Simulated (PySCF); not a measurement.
Computed properties of Ge(F)(OH)2(NH2) (FGeH4NO2), SMILES [NH2][Ge]([OH])([F])[OH]

FGeH4NO2, SMILES [F][Ge]([OH])([NH2])[OH]. Geometry: PBE0-D3(BJ)/def2-SVP. The structure was generated by enumeration, and PubChem lists no compound with its InChIKey, so it may never have been made. Other conformers were not sampled. All values are computed for the isolated molecule unless a solvent is named; none is compared with measurement here.

**Structure.** All 21 harmonic modes at PBE0-D3(BJ)/def2-SVP (PySCF) are real, so it is a minimum. With heavy atoms numbered as in [NH2:1][Ge:2]([OH:3])([OH:4])[F:5], the shortest bond between them is Ge2–F5 at 1.734 Å and the longest N1–Ge2 at 1.797 Å.

**Vibrations.** The strongest infrared lines (harmonic, unscaled, degenerate partners summed) lie at 518 cm⁻¹ (193 km/mol, H 70 %, N 28 %), 309 cm⁻¹ (184 km/mol, H 54 %, O 34 %), 766 cm⁻¹ (138 km/mol, O 72 %, Ge 22 %). The softest mode is at 119 cm⁻¹ and the zero-point energy is 35.2 kcal/mol.

**Electronic structure.** PBE0/def2-TZVP (PySCF) places the frontier levels at -8.34 and -0.17 eV, a gap of 8.17 eV, and gives a dipole moment of 1.63 D and a mean polarisability of 39.7 bohr³. PBE/def2-TZVP (PySCF) at the same geometry gives -6.77 and -1.14 eV, so its gap is 2.54 eV narrower. An orbital gap is neither the optical nor the fundamental gap.

**Excitations.** TDDFT-B3LYP/def2-SVPD (PySCF) has S1 at 6.28 eV (198 nm, f = 0.051, bright); the most intense of the 10 singlets computed lies at 8.30 eV (f = 0.13). T1 (TDA) is at 5.90 eV. TDDFT-PBE/def2-SVPD (PySCF) puts S1 at 5.61 eV. No vertical singlet excitation falls in the visible range (under 3.1 eV).

**NMR.** GIAO shifts at HF/pcSseg-1 (PySCF) (non-relativistic, atoms alike by connectivity averaged): ¹H from 1.1 to 2.2 ppm against TMS; ¹⁹F at -148.9 ppm against CFCl3.
